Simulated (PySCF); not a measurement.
## Removing an electron from `[SiH3][N]([SiH3])[GeH2][SH]`

Compound: GeH₉NSSi₂.
Cartesian coordinates in Å at the PBE0-D3(BJ)/def2-SVP level; atoms count from 1:
```
atom  x, y, z in Å
Si1   -1.398   -1.236    1.039
N2    -0.429   -0.053    0.173
Si3   -0.982    1.595   -0.040
Ge4    1.323   -0.514   -0.198
S5     2.377   -1.065    1.686
H6    -1.381   -1.029    2.520
H7    -2.815   -1.134    0.576
H8    -0.860   -2.595    0.735
H9    -2.458    1.582   -0.270
H10   -0.704    2.457    1.155
H11   -0.289    2.205   -1.214
H12    1.975    0.698   -0.884
H13    1.371   -1.791   -1.049
H14    2.209    0.153    2.248
```

Level: CAM-B3LYP/def2-SVPD (PySCF). Frontier orbitals with their largest atomic shares (Löwdin; up to four atoms above 4 %):

| orbital | ε (eV) | main atoms |
| --- | --- | --- |
| HOMO−3 | -10.84 | Si1 30 %, H8 20 %, H7 18 %, Si3 8 % |
| HOMO−2 | -10.58 | S5 41 %, Ge4 14 %, Si3 10 %, N2 7 % |
| HOMO−1 | -9.07 | S5 42 %, N2 22 %, Ge4 9 %, Si1 6 % |
| HOMO | -8.70 | ? |
| LUMO | 0.58 | Ge4 19 %, S5 19 %, Si3 15 %, Si1 10 % |
| LUMO+1 | 0.65 | S5 35 %, Ge4 21 %, H12 10 %, H13 9 % |
| LUMO+2 | 0.72 | S5 20 %, Ge4 17 %, Si3 11 %, Si1 10 % |

**Question.** What vertical ionisation energy does ΔSCF give, and how far is −ε(HOMO) from it?

**Answer.** ΔSCF: 9.27 eV (895 kJ/mol; threshold wavelength 134 nm); ⟨S²⟩ of the doublet left behind is 0.763, against 0.75 for a pure doublet. −ε(HOMO) is 8.70 eV, 0.57 eV below it. For the exact functional −ε(HOMO) would equal the first vertical ionisation energy; CAM-B3LYP (range-separated hybrid) falls short of its own ΔSCF value by 6 %.

**Question.** On which atoms does the HOMO lie?

**Answer.** S5 (sulfur bonded to Ge and H) 45 %, N2 (nitrogen bridging silicon atoms) 28 %, Si3 (SiH3 silicon) 5 %, Ge4 (germanium bonded to N, S and 2 H) 5 %. The HOMO−1 lies 0.37 eV lower.

**Question.** What total energies stand behind the ΔSCF value?

**Answer.** E(N) = -3113.91717 Eh and E(N − 1) = -3113.57641 Eh at the same geometry, 0.34076 Eh apart.

**Question.** Shift the occupied levels rigidly so that −ε(HOMO) equals the ΔSCF value. What binding energies result?

**Answer.** The shift is +0.57 eV: HOMO 9.27, HOMO−1 9.64, HOMO−2 11.15, HOMO−3 11.41 eV. A rigid shift is only a rough guide to the deeper ionisations.

**Question.** How many of the 10 lowest singlet excitations (vertical TDDFT, same level) lie below the ionisation energy?

**Answer.** All 10; they run from 5.90 to 7.58 eV.

**Question.** What kinetic energy would electrons from this vertical process carry with He II light (40.814 eV)?

**Answer.** 40.81 − 9.27 = 31.54 eV.

The structure is a single PBE0-D3(BJ)/def2-SVP conformer in the gas phase; no vibrational or solvent corrections. The calculation is non-relativistic, for germanium too.
